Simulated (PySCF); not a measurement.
PySCF 2.14 output of an unrestricted B2PLYP calculation on a single atom or ion in dyall-av3z (19s12p3d2f, 84 functions), with the non-relativistic Hamiltonian (point nucleus):

```
SCF conv_tol = 1e-09
number electrons alpha = 9  beta = 6
    A. D. Becke.,  Phys. Rev. A 38, 3098 (1988)
    C. Lee, W. Yang, and R. G. Parr.,  Phys. Rev. B 37, 785 (1988)
    B. Miehlich, A. Savin, H. Stoll, and H. Preuss.,  Chem. Phys. Lett. 157, 200 (1989)
cycle= 1 E= -340.829035266617  delta_E= -0.00618  |g|= 0.0182  |ddm|= 0.0847
cycle= 2 E= -340.829404573902  delta_E= -0.000369  |g|= 0.00638  |ddm|= 0.0278
cycle= 3 E= -340.829466239991  delta_E= -6.17e-05  |g|= 0.00285  |ddm|= 0.0115
cycle= 4 E= -340.829478564815  delta_E= -1.23e-05  |g|= 0.00063  |ddm|= 0.00604
cycle= 5 E= -340.829479603166  delta_E= -1.04e-06  |g|= 8.34e-05  |ddm|= 0.00226
cycle= 6 E= -340.829479610119  delta_E= -6.95e-09  |g|= 1.47e-05  |ddm|= 0.000129
cycle= 7 E= -340.829479610293  delta_E= -1.73e-10  |g|= 7.71e-07  |ddm|= 2.12e-05
converged SCF energy = -340.829479610293  <S^2> = 3.766707  2S+1 = 4.0083448
```

The run itself started from symmetry-adapted Hartree-Fock orbitals and held the occupation by maximum overlap, on a logarithmic radial grid, so the iterations belong to that start.

Question: Which element, charge and spin multiplicity is this?

Answer: P (phosphorus, neutral), multiplicity 4; the state was [Ne] 3s1 3p4, high-spin 4P determinant (an excited configuration). The SCF energy lacks the PT2 part of the double hybrid.
